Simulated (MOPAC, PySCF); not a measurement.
Scan of F2Zn, singlet: symmetric bend, bond length relaxed. Scanned: F-Zn-F angle. Other coordinates (Zn-F bond length) were minimised at PBE0/def2-TZVP.

- RKS-LDA (SVWN5)/6-31G* = PySCF 2.14.0 with restricted LDA (SVWN5)/6-31G*, spherical d
- PM6, restricted, heats of formation (MOPAC)
- RKS-B3LYP/3-21G = restricted B3LYP/3-21G run with PySCF
- CCSD(T) on RHF/def2-TZVP, 7 core orbitals frozen (PySCF)

Energies relative to the lowest point of each profile, in mEh; the last columns give the difference from CCSD(T):

```json
[
 {"a / °": "180", "RKS-LDA (SVWN5)/6-31G*": "0.0", "PM6": "0.0", "RKS-B3LYP/3-21G": "0.0", "CCSD(T)": "0.0", "RKS-LDA (SVWN5)/6-31G* − CCSD(T)": "0.0", "PM6 − CCSD(T)": "0.0", "RKS-B3LYP/3-21G − CCSD(T)": "0.0"},
 {"a / °": "170", "RKS-LDA (SVWN5)/6-31G*": "0.9", "PM6": "0.8", "RKS-B3LYP/3-21G": "0.8", "CCSD(T)": "0.9", "RKS-LDA (SVWN5)/6-31G* − CCSD(T)": "0.0", "PM6 − CCSD(T)": "-0.1", "RKS-B3LYP/3-21G − CCSD(T)": "-0.2"},
 {"a / °": "160", "RKS-LDA (SVWN5)/6-31G*": "3.5", "PM6": "3.2", "RKS-B3LYP/3-21G": "3.1", "CCSD(T)": "3.7", "RKS-LDA (SVWN5)/6-31G* − CCSD(T)": "-0.1", "PM6 − CCSD(T)": "-0.5", "RKS-B3LYP/3-21G − CCSD(T)": "-0.6"},
 {"a / °": "150", "RKS-LDA (SVWN5)/6-31G*": "8.1", "PM6": "7.1", "RKS-B3LYP/3-21G": "7.3", "CCSD(T)": "8.2", "RKS-LDA (SVWN5)/6-31G* − CCSD(T)": "-0.1", "PM6 − CCSD(T)": "-1.1", "RKS-B3LYP/3-21G − CCSD(T)": "-0.9"},
 {"a / °": "140", "RKS-LDA (SVWN5)/6-31G*": "14.6", "PM6": "12.5", "RKS-B3LYP/3-21G": "13.5", "CCSD(T)": "14.4", "RKS-LDA (SVWN5)/6-31G* − CCSD(T)": "0.2", "PM6 − CCSD(T)": "-1.9", "RKS-B3LYP/3-21G − CCSD(T)": "-0.9"},
 {"a / °": "130", "RKS-LDA (SVWN5)/6-31G*": "22.8", "PM6": "19.3", "RKS-B3LYP/3-21G": "21.9", "CCSD(T)": "22.2", "RKS-LDA (SVWN5)/6-31G* − CCSD(T)": "0.6", "PM6 − CCSD(T)": "-2.9", "RKS-B3LYP/3-21G − CCSD(T)": "-0.3"},
 {"a / °": "120", "RKS-LDA (SVWN5)/6-31G*": "32.9", "PM6": "27.5", "RKS-B3LYP/3-21G": "32.5", "CCSD(T)": "31.5", "RKS-LDA (SVWN5)/6-31G* − CCSD(T)": "1.4", "PM6 − CCSD(T)": "-3.9", "RKS-B3LYP/3-21G − CCSD(T)": "1.1"},
 {"a / °": "110", "RKS-LDA (SVWN5)/6-31G*": "44.9", "PM6": "37.2", "RKS-B3LYP/3-21G": "45.6", "CCSD(T)": "42.4", "RKS-LDA (SVWN5)/6-31G* − CCSD(T)": "2.5", "PM6 − CCSD(T)": "-5.2", "RKS-B3LYP/3-21G − CCSD(T)": "3.2"},
 {"a / °": "100", "RKS-LDA (SVWN5)/6-31G*": "58.5", "PM6": "48.3", "RKS-B3LYP/3-21G": "61.1", "CCSD(T)": "55.3", "RKS-LDA (SVWN5)/6-31G* − CCSD(T)": "3.2", "PM6 − CCSD(T)": "-7.0", "RKS-B3LYP/3-21G − CCSD(T)": "5.8"},
 {"a / °": "90", "RKS-LDA (SVWN5)/6-31G*": "74.3", "PM6": "61.0", "RKS-B3LYP/3-21G": "79.6", "CCSD(T)": "71.4", "RKS-LDA (SVWN5)/6-31G* − CCSD(T)": "2.9", "PM6 − CCSD(T)": "-10.3", "RKS-B3LYP/3-21G − CCSD(T)": "8.2"},
 {"a / °": "80", "RKS-LDA (SVWN5)/6-31G*": "95.4", "PM6": "75.1", "RKS-B3LYP/3-21G": "103.1", "CCSD(T)": "92.9", "RKS-LDA (SVWN5)/6-31G* − CCSD(T)": "2.5", "PM6 − CCSD(T)": "-17.7", "RKS-B3LYP/3-21G − CCSD(T)": "10.2"}
]
```

RKS-LDA (SVWN5)/6-31G* is furthest from CCSD(T) at 100 (3.2 mEh, above); its mean absolute difference over the points is 1.2 mEh.

PM6 is furthest from CCSD(T) at 80 (-17.7 mEh, below); its mean absolute difference over the points is 4.6 mEh.

RKS-B3LYP/3-21G is furthest from CCSD(T) at 80 (10.2 mEh, above); its mean absolute difference over the points is 2.8 mEh.
